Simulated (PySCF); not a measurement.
A species of formula C4H8BFO2 has this rotational fingerprint, computed with PBE0-D3(BJ)/def2-SVP geometry optimisation, gas phase in PySCF 2.14.0:

- Rotational constants: A = 3483, B = 1736, C = 1279 MHz
- Dipole components: |μa| = 1.45 D, |μb| = 0.48 D, |μc| = 1.63 D
- Inertial defect: -41.14 u·Å²
- κ: -0.59

**Question.** Which candidate fits, each taken in the one conformer that was computed?
A. `[OH:1][B:2]([OH:3])[C@@H:4]1[CH2:5][CH2:6][C@H:7]1[F:8]` with H–O1–B2–O3 177°, O1–B2–O3–H 1°, O1–B2–C4–C5 168°, B2–C4–C5–C6 -141°, C4–C5–C6–C7 20°, C5–C6–C7–F8 -141°, B2–C4–C7–C6 147°
B. `[CH3:1][C@@:2]1([CH2:3][F:4])[CH2:5][O:6][BH:7][O:8]1` with C1–C2–C3–F4 61°, C1–C2–C5–O6 134°, C2–C5–O6–B7 -12°, C5–O6–B7–O8 5°, O6–B7–O8–C2 5°
C. `[CH3:1][CH2:2][C@@H:3]1[O:4][BH:5][O:6][C@@H:7]1[F:8]` with C1–C2–C3–O4 -60°, C2–C3–O4–B5 -136°, C3–O4–B5–O6 3°, O4–B5–O6–C7 7°, B5–O6–C7–F8 106°

**Answer.** C. It is CC[C@@H]1OBO[C@@H]1F, an asymmetric top, point group C1. The candidates at the same level (rigid rotor, commonest isotopes):

| SMILES | A (MHz) | B (MHz) | C (MHz) | μa (D) | μb (D) | μc (D) | Δ (u·Å²) | point group | rotor |
| --- | --- | --- | --- | --- | --- | --- | --- | --- | --- |
| OB(O)[C@@H]1CC[C@H]1F | 3063 | 1532 | 1089 | 0.34 | 0.16 | 0.04 | -30.69 | C1 | asymmetric top |
| C[C@@]1(CF)COBO1 | 3416 | 1670 | 1529 | 0.86 | 0.59 | 0.52 | -120.16 | C1 | asymmetric top |
| CC[C@@H]1OBO[C@@H]1F | 3483 | 1736 | 1279 | 1.45 | 0.48 | 1.63 | -41.14 | C1 | asymmetric top |

`C[C@@]1(CF)COBO1` has C 20 % too high; `OB(O)[C@@H]1CC[C@H]1F` has C 15 % too low. No structure here is proved a minimum.
